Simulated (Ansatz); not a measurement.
Computed with Ansatz on PBE0-D4/def2-TZVP structures; ΔE is electronic, products minus reactants. CBS: MP2 limit from def2 TZ/QZ plus the TZ coupled-cluster correction, frozen cores. Functionals use def2-TZVPP. B3LYP here is the variant with VWN-RPA as its local correlation; programs differ in this. def2 core potentials past Kr. For In outer-core shells are correlated without core-valence functions, which leaves a few kJ/mol of doubt a bond. Each species was taken in one conformer, which may not be the lowest.

Reaction (redistribution): `[CH3][In]([CH3])[OH]` + `[NH2][AlH][N]([SiH3])[SiH3]` → `[CH3][In]([NH2])[OH]` + `[CH3][AlH][N]([SiH3])[SiH3]`

`[CH3][In]([CH3])[OH]`:

```xyz
11

C    -0.013    1.988    0.271
In    0.082   -0.156    0.184
C    -0.435   -1.680   -1.224
O     0.864   -1.014    1.821
H    -0.042    2.319    1.309
H    -0.893    2.363   -0.252
H     0.875    2.411   -0.204
H    -0.255   -2.652   -0.767
H     0.173   -1.588   -2.126
H    -1.484   -1.602   -1.512
H     1.128   -0.390    2.500
```

`[NH2][AlH][N]([SiH3])[SiH3]`:

```xyz
14

N    -1.948   -1.414    1.172
Al   -1.365    0.174    0.674
N     0.220    0.314   -0.164
Si    0.837    1.863   -0.639
Si    1.208   -1.067   -0.504
H    -1.494   -2.296    1.005
H    -2.817   -1.554    1.661
H    -2.224    1.462    0.965
H     0.777    2.051   -2.114
H     2.262    2.004   -0.226
H     0.034    2.931    0.012
H     0.374   -2.300   -0.490
H     2.299   -1.235    0.494
H     1.837   -0.933   -1.847
```

`[CH3][In]([NH2])[OH]`:

Z-matrix (Å, degrees):
```
C
In 1 2.128
H 1 1.089 2 109.1
H 1 1.090 2 110.3 3 120.5
H 1 1.090 2 109.9 3 -119.6
N 2 2.021 1 130.5 3 -161.1
O 2 1.997 1 117.3 3 12.9
H 6 1.009 2 118.6 1 -162.7
H 6 1.009 2 119.4 1 -24.9
H 7 0.959 2 113.5 1 -176.6
```

`[CH3][AlH][N]([SiH3])[SiH3]`:

Z-matrix (Å, degrees):
```
C
Al 1 1.946
H 1 1.095 2 110.7
H 1 1.094 2 112.4 3 -119.1
H 1 1.093 2 111.6 3 119.4
N 2 1.801 1 117.9 3 78.4
H 2 1.583 1 124.8 3 -101.0
Si 6 1.734 2 122.4 1 177.8
Si 6 1.735 2 120.1 1 -1.8
H 8 1.489 6 111.6 2 115.3
H 8 1.490 6 111.1 2 -124.8
H 8 1.486 6 109.0 2 -4.9
H 9 1.489 6 109.1 2 -167.3
H 9 1.488 6 111.0 2 -47.5
H 9 1.489 6 112.0 2 72.9
```

```tsv
level	ΔE (kcal/mol)
PBE0-D4	15.4
B3LYP-D4	16.1
ωB97X-V	15.3
ωB97M-V	15.7
PBE	15.2
r2SCAN	16.0
B3LYP	16.3
HF/CBS(def2)	16.3
```

(1) What does CCSD(T)/CBS give? (Estimate.)

Largest T1 diagnostic among the species: 0.015.

Answers

(1) The calculation gave: +15.4 kcal/mol. The listed levels differ from it by 0.0, 0.7, -0.1, 0.3, -0.2, 0.6, 0.9, 0.9 kcal/mol.
